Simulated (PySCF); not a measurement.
Z-matrix (Å, degrees):
```
Zr
H 1 1.8736
H 1 1.8737 2 112.21
C 1 2.1878 2 108.55 3 119.95
H 4 1.1116 1 115.90 2 119.16
H 4 1.1163 5 108.42 1 121.58
H 4 1.1163 5 108.41 6 116.80
C 1 2.1878 2 108.52 3 -119.95
H 8 1.1116 1 115.88 2 -118.81
H 8 1.1162 9 108.41 1 121.69
H 8 1.1163 9 108.40 10 116.79
```
Charge 0, multiplicity 1.

Task: Give the HOMO–LUMO gap, dipole moment, total energy, HOMO, charge on the central atom (Mulliken) and LUMO at the level PySCF with PBE-D3(BJ)/def2-TZVP // PBE-D3(BJ)/def2-SVP.

Result: 
| Quantity | Result |
|---|---|
| HOMO–LUMO gap | 3.98 eV |
| dipole moment | 1.30 D |
| total energy | -127.9479 Ha |
| HOMO | -6.56 eV |
| charge on the central atom (Mulliken) | 0.95 e |
| LUMO | -2.58 eV |
